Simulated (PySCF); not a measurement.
Predicted spectroscopic data

No relativistic terms, fast rotation and ring inversion assumed for equivalent nuclei, gas phase, one computed conformer. Shieldings: GIAO PBE0/pcSseg-1; coordinates at the GFN2-xTB level; PySCF 2.14.0 with density-fitted response routines.

References, each an isolated molecule treated in the same way: ¹H (σ = 31.72 ppm) and ¹³C (σ = 186.93 ppm) against TMS. Splittings of carbon signals by F and P are missing where no couplings were computed. Where no couplings were computed, multiplicities follow the n + 1 count of equivalent neighbours, and m marks all less simple cases (inequivalent or close neighbours, rings, F or P nearby). Shifts are as computed. Against solution values, carbons near 30 ppm lie about +3 ppm off and those near 130 ppm about +5 ppm. Of 1211 compounds with measured shifts, 218 miss one by over three times the rms of a fit or turn the order of signals round; such compounds aren't used in these exercises.

Compound 1 (C7H11OPSi). ¹H NMR (500 MHz, computed): δ 7.71 (m, 1H), 6.83 (m, 1H), 6.58 (m, 1H), 6.32 (m, 1H), 5.99 (m, 1H), 4.45 (m, 3H), 2.18 (s, 3H). ¹³C{¹H} NMR (computed): δ 169.2, 156.7, 143.0, 137.7, 135.2, 127.2, 22.7. Structure: `C=CC1=CC(C)=C([SiH3])[P@@H]1=O`.

Compound 2 (C6H8). ¹H NMR (500 MHz, computed): δ 5.95 (m, 4H), 2.88 (m, 4H). ¹³C{¹H} NMR (computed): δ 131.3, 30.5. Structure: `C1=CCC=CC1`.

Compound 3 (C7H7N3). ¹H NMR (500 MHz, computed): δ 7.99 (s, 1H), 6.16 (m, 1H), 5.87 (m, 1H), 5.70 (m, 1H), 5.11 (d, 2H), 3.59 (s, 1H). ¹³C{¹H} NMR (computed): δ 144.8 (CH), 141.8 (CH), 128.6 (CH2), 126.1 (C), 102.2 (CH), 75.9 (C), 54.7 (CH2). Structure: SMILES C#CC1=CN=NN1CC=C.
